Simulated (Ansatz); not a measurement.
Ansatz (a program for electronic structure) input:

Ansatz 0.2 input:
```yaml
crystal:
  periodic: [false, false, false]
  atoms:
    - {symbol: Te, position_ang: [0.01008701, -0.00336751, 0.56904824]}
    - {symbol: Cl, position_ang: [1.11314988, 1.34634042, -0.88237747]}
    - {symbol: Cl, position_ang: [-1.14400425, -1.33603980, -0.85824068]}
basis:
  gaussian:
    orbitals: def2-TZVPD
hamiltonian:
  xc: {name: B2PLYP}
total_charge: 1
magnetization: {spin_polarized: true, initial_magnetization: 1}
correlation: {electrons: outside_noble_gas}
```

Q: Which total energy does the run end on?

A: -1187.63421 Eh (B2PLYP/def2-TZVPD). The basis has 151 functions.
